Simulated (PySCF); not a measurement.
**How methods differ on the excitation energy of As**

As [Ar] 3d10 4s2 4p3 (4S) → As [Ar] 3d10 4s1 4p3 5s1 (6S), as a difference of total energies. Calculation: PySCF 2.14, in aug-cc-pVQZ-DK (8s7p5d3f2g, 93 functions); scalar relativity by spin-free X2C-1e. Correlated levels: valence: [Ar] 3d10 frozen. The calculations carry no spin-orbit coupling.

| method | excitation energy (cm⁻¹) |
| --- | --- |
| UHF | 88927 |
| LDA | 110510 |
| PBE | 108540 |
| PBE0 | 106160 |
| r2SCAN | 105170 |
| BHandHLYP | 108290 |
| MN15 | 106890 |
| HSE06 | 106550 |
| B3LYP | 110470 |
| MP2 (valence) | 99663 |
| SCS-MP2 (valence) | 103240 |

The upper state lies above the first ionisation limit, but in LS coupling its spin forbids autoionisation to the ground ion. A Rydberg-like electron needs more diffuse functions than a valence basis has.

The promoted electron is Rydberg-like, and one or two diffuse shells describe it only roughly, which tends to raise the upper state.
